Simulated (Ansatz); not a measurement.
K16⁻. Charge -1, multiplicity 2. Geometry r2SCAN/def2-SVP.

```xyz
16

K     2.695    0.099    5.158
K     4.730    0.411    0.987
K    -4.565    0.934    1.951
K    -0.004   -0.373    1.512
K     0.250   -5.838   -0.115
K    -1.830    4.280    0.480
K    -3.436   -3.303    0.316
K     0.078    0.072   -5.679
K     1.715    2.419   -1.873
K    -1.643   -3.902   -3.871
K     3.285   -3.639    2.356
K     2.131   -2.153   -2.063
K    -2.659    0.343   -2.197
K    -1.339    2.503    4.818
K    -1.714    4.270   -4.278
K     2.307    3.877    2.499
```

Single mean-field runs in def2-TZVP are fitted with def2-universal-jkfit. At PBE/def2-SVP, PBE/def2-TZVP, BLYP/def2-TZVP the gap within one spin of the charge -1 doublet nearly closes, so an electron or hole may be smeared out by delocalisation error. At PBE/def2-TZVP, r2SCAN/def2-TZVP, PBE0/def2-SVP the charge -1 doublet is spin-contaminated (final ⟨S²⟩ up to 2.63, 0.75 for a pure state). The geometry of the doublet was relaxed on an unsound state (⟨S²⟩ 2.32, where a pure state has 0.75). The structure comes from a short search, and lower isomers may exist.

(1) Estimate the α-spin orbital energies around the gap (eV) in Ansatz with PBE/def2-SVP, PBE/def2-TZVP, BLYP/def2-TZVP, r2SCAN/def2-TZVP, PBE0/def2-SVP.

Answers

(1) 
| orbital | PBE/def2-SVP | PBE/def2-TZVP | BLYP/def2-TZVP | r2SCAN/def2-TZVP | PBE0/def2-SVP |
| --- | --- | --- | --- | --- | --- |
| HOMO−5 | -1.20 | -1.16 | -0.95 | -1.22 | -1.63 |
| HOMO−4 | -0.73 | -0.70 | -0.49 | -0.78 | -1.04 |
| HOMO−3 | -0.65 | -0.62 | -0.41 | -0.66 | -0.93 |
| HOMO−2 | -0.61 | -0.58 | -0.38 | -0.65 | -0.88 |
| HOMO−1 | -0.52 | -0.49 | -0.28 | -0.58 | -0.78 |
| HOMO | -0.42 | -0.40 | -0.15 | -0.53 | -0.69 |
| LUMO | -0.28 | -0.25 | -0.03 | -0.05 | 0.06 |
| LUMO+1 | 0.03 | 0.05 | 0.23 | 0.13 | 0.34 |
| LUMO+2 | 0.09 | 0.12 | 0.32 | 0.15 | 0.40 |
| LUMO+3 | 0.10 | 0.12 | 0.33 | 0.22 | 0.41 |
| LUMO+4 | 0.17 | 0.20 | 0.42 | 0.25 | 0.47 |
| LUMO+5 | 0.22 | 0.24 | 0.44 | 0.29 | 0.53 |
| β HOMO | -0.49 | -0.47 | -0.26 | -0.58 | -0.76 |
| β LUMO | -0.25 | -0.22 | -0.02 | -0.02 | 0.10 |
